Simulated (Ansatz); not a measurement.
CsF, charge +1, doublet, at a GFN2-xTB geometry (such geometries of metal compounds can be far from the true shape) (a state made from the parent by changing its charge; the spin is typed, not shown lowest) (core potentials on Cs). Base run: B3LYP/def2-SVP in Ansatz (a program for electronic structure).

The Ansatz input:
Ansatz 0.2 input:
```yaml
crystal:
  periodic: [false, false, false]
  atoms:
    - {symbol: Cs, position_ang: [-0.00000000, -0.00000000, -0.51352531]}
    - {symbol: F, position_ang: [0.00000000, 0.00000000, 3.13821024]}
basis:
  gaussian:
    orbitals: def2-SVP
hamiltonian:
  xc: b3lyp
total_charge: 1
magnetization: {spin_polarized: true, initial_magnetization: 1}
```

Each row names what was changed in the base input (with any setting that the change needs).

```
change                                                                 basis functions       E (Eh)
---------------------------------------------------------------------  ---------------  -----------
base                                                                                38   -119.64848
basis = ANO-RCC-VDZP; relativity = spin-free X2C                                    61  -7885.95193
basis = ANO-RCC-VDZP; relativity = none                                             61  -7350.38445
basis = x2c-TZVPall; relativity = spin-free X2C                                    100  -7886.16948
basis = ANO-RCC-VDZP; relativity = spin-free X2C; nucleus = Gaussian                61  -7885.64615
basis = x2c-TZVPall; relativity = spin-free X2C; nucleus = Gaussian                100  -7885.90657
basis = jorge-DZP-DKH; relativity = none                                            56  -7544.74546
basis = x2c-TZVPall; relativity = none                                             100  -7556.32003
basis = jorge-DZP-DKH; relativity = spin-free X2C                                   56  -7883.80567
basis = jorge-DZP-DKH; relativity = spin-free X2C; nucleus = Gaussian               56  -7883.55016
```

Totals shift with the method and basis; they matter in differences.

Ansatz warned in this series: the basis is contracted for relativity, which the run leaves out.

Basis sets contracted for a relativistic Hamiltonian are a mismatch without it, so the rows without relativity aren't non-relativistic limits. No row has spin-orbit coupling; sets with core potentials leave out the core electrons.
